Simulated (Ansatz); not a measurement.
A made-up structure of BH$_{2}$Te, doublet:

```json
{"atom": "B1", "x (Å)": "-0.1618", "y (Å)": "0.0359", "z (Å)": "-0.0856"}
{"atom": "Te2", "x (Å)": "1.2974", "y (Å)": "-0.2878", "z (Å)": "0.6863"}
{"atom": "H3", "x (Å)": "-1.0467", "y (Å)": "-0.7397", "z (Å)": "0.2420"}
{"atom": "H4", "x (Å)": "-0.0888", "y (Å)": "0.9916", "z (Å)": "-0.8427"}
```

It is relaxed with PBE-D4/def2-SVP and then PBE0-D4/def2-TZVP (Ansatz 0.2.0). Atoms count as bonded within 1.22 times the sum of their covalent radii (H–H: 0.88 Å). The end point is not checked to be a true minimum.

Does its bonding change? (Judge from chemistry; the calculation decides.)

The calculation gives: No: no bond forms or breaks.

Where it ends: The first stage lowers the energy by 2.67 eV in 5 steps. It ends as BH₂Te ([BH2][Te]):
```xyz
4
angstrom
B -0.1996 0.0443 -0.1056
Te 1.6017 -0.3553 0.8473
H -1.1445 -0.6459 0.1313
H -0.2576 0.9569 -0.8730
```

Labels in which every atom is bracketed show which atoms are joined, not bond orders.

For scale, one of the runs: PBE0-D4/def2-TZVP relaxation, 93 basis functions, launched by `ansatz run in.yaml --threads 2 --pin off --events-out ev --progress --plain --max-ram 4352MiB`. Hardware: 2 CPU threads of an Arm Neoverse N1, shared host. Wall time about 16 s.
